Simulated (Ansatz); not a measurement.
Basis sets compared for Al5As4H16⁻, a cluster cut from zinc blende AlAs (hydrogen-capped). Charge -1, multiplicity 1. Geometry PBE-D4/def2-SVP. Ansatz on 2 threads of AMD EPYC 7R13 on a shared host and a share (18 GiB) of an NVIDIA H100 80GB HBM3; times are rough, and most runs start from earlier orbitals.

Cartesian coordinates in Å:
```
Al -0.497 2.779 1.296
Al -2.326 -0.939 1.827
Al -1.592 0.483 -2.139
Al 2.611 0.857 -1.449
Al 0.777 -2.863 -0.923
As -1.946 1.003 0.304
As 1.760 1.732 0.780
As -0.183 -2.215 1.339
As 0.675 -0.617 -2.010
H -0.635 2.881 2.901
H -0.517 4.133 0.423
H -2.310 -0.531 3.388
H -3.493 -1.910 1.286
H -1.466 1.865 -2.961
H -2.684 -0.606 -2.611
H 2.678 2.161 -2.393
H 3.965 0.030 -1.159
H -0.305 -3.887 -1.538
H 2.288 -3.374 -0.678
H -3.319 1.682 0.321
H 2.831 2.678 1.329
H 1.987 0.631 1.816
H -0.206 -3.481 2.198
H 0.931 -1.522 2.123
H 0.975 -0.970 -3.470
```

Single mean-field runs in def2-TZVP are fitted with def2-universal-jkfit.

```json
{"level": "PBE-D4/def2-SVP", "functions": "298", "energy (Eh)": "-10161.9907", "HOMO (eV)": "-3.12", "LUMO (eV)": "1.04", "wall time": "4.2 s"}
{"level": "PBE0-D4/def2-SVP", "functions": "298", "energy (Eh)": "-10162.4054", "HOMO (eV)": "-4.22", "LUMO (eV)": "1.74", "wall time": "4.8 s"}
```

(1) Estimate the rows for PBE-D4/def2-TZVP, PBE0-D4/def2-TZVP (with forces).

Answers

(1) 
```tsv
level	functions	energy (Eh)	HOMO (eV)	LUMO (eV)	wall time
PBE-D4/def2-TZVP	473	-10163.5292	-3.20	0.91	17 s
PBE0-D4/def2-TZVP (with forces)	473	-10163.9312	-4.26	1.63	8 s
```
